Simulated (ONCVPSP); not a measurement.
## phosphorus (P): one change to an ONCV potential, before and after

- Element: phosphorus (P)
- Generator: ONCVPSP 4.0.1
- Type: optimised norm-conserving Vanderbilt (ONCV)
- Functional: PBE
- Relativity: scalar-relativistic
- Frozen core: [Ne]
- Valence charge: 5
- Reference configuration: 3s2 3p2 (charge +1)
- Partial waves: 3s: rc 1.45 bohr, ncon 3, nbas 7, qcut 3.5 1/bohr, 2 projectors, debl 1.8 Ha; 3p: rc 1.50 bohr, ncon 5, nbas 10, qcut 5 1/bohr, 2 projectors, debl 0.7 Ha; d scattering state at 0.1 Ha: rc 1.40 bohr, ncon 4, nbas 8, qcut 7.8 1/bohr, 2 projectors, debl 1.4 Ha
- Local potential: polynomial inside 1.30 bohr (lpopt 5, dvloc0 1 Ha)
- Core correction: polynomial model core, fcfact 0.75

All-electron outer shells of the reference configuration (PBE, scalar-relativistic, ld1.x):

```csv
shell,level (eV),outermost node (bohr),outermost maximum (bohr)
2s,-184.63,0.14,0.42
2p,-135.15,–,0.36
3s,-23.29,0.65,1.56
3p,-14.22,0.64,1.76
```

Change: functional PBEsol.

Cutoffs: the cutoffs (Ha) at which the residual kinetic energy of the hardest occupied pseudo-wave falls to 1 and 0.1 mHa per electron; they do not see the model core or the augmentation charge, which bear on the density cutoff. Errors are all-electron minus pseudo energies relative to the spin-unpolarised reference configuration.

Problem. How do hardness, ghosts and transferability respond?

Solution. The potential gets neither clearly harder nor softer (35 Ha and 69 Ha → 36 Ha and 69 Ha); of the 4 tests that both files solve, the error grows in 3 and shrinks in 0 by more than 15 % and 0.3 meV (median size 3.0 → 3.7 meV); neither file shows a bound ghost.

```csv
quantity,base,changed
"cutoff, loose",35 Ha,36 Ha
"cutoff, tight",69 Ha,69 Ha
loose cutoff by channel,"s 35 Ha, p 5.0 Ha","s 36 Ha, p 5.0 Ha"
bound ghosts,none,none
GHOST(+) flags under 300 eV,s at 163.4 eV,s at 160.4 eV
"error for 3s2 3p3, meV [ΔE -9.73 → -9.70 eV]",+1.7,+2.1
"error for 3s2 3p1, meV [ΔE 19.15 → 19.11 eV]",+4.2,+5.2
"error for 3s2 3p0, meV [ΔE 48.89 → 48.82 eV]",+31,+36
"error for 3s2 3p2.5, meV [ΔE -5.95 → -5.94 eV]",+0.8,+0.9
s: phases at 1.47 bohr within 0.05 rad from the reference energy up to (Ha; the scan ends near 5),4.4,4.4
p: phases at 1.53 bohr within 0.05 rad from the reference energy up to (Ha; the scan ends near 5),3.8,3.7
d: phases at 1.42 bohr within 0.05 rad from the reference energy up to (Ha; the scan ends near 5),to the end of the scan,to the end of the scan
"rms error of d²Exc/dni dnj with the model core, mHa",0.18,0.27
```
